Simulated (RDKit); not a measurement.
RDKit input (MMFF94):

```python
from rdkit import Chem
from rdkit.Chem import AllChem, rdDetermineBonds

mol = Chem.MolFromXYZFile('mol.xyz')
rdDetermineBonds.DetermineBonds(mol, charge=-1)
print('SMILES', Chem.MolToSmiles(Chem.RemoveHs(mol)))
ff = AllChem.MMFFGetMoleculeForceField(mol, AllChem.MMFFGetMoleculeProperties(mol))
e0 = ff.CalcEnergy()
flag = ff.Minimize(maxIts=5000, forceTol=1e-5)
print(f'energy {e0:.4f} -> {ff.CalcEnergy():.4f} kcal/mol, converged: {flag == 0}')
print(Chem.MolToXYZBlock(mol))
```
mol.xyz:
```
3

B     -0.21756151    -0.02968215    -0.05443514
H      0.43587359    -0.51872381     0.89116301
H      0.65193396     0.66713454    -0.61898733
```

From its output:

```
Traceback (most recent call last):
  File "input.py", line 5, in <module>
ValueError: Unable to determine valence of atom 0 with atomic number 5 and 2 bonds. Check the input molecules bonding.
```

The program stopped with an error.
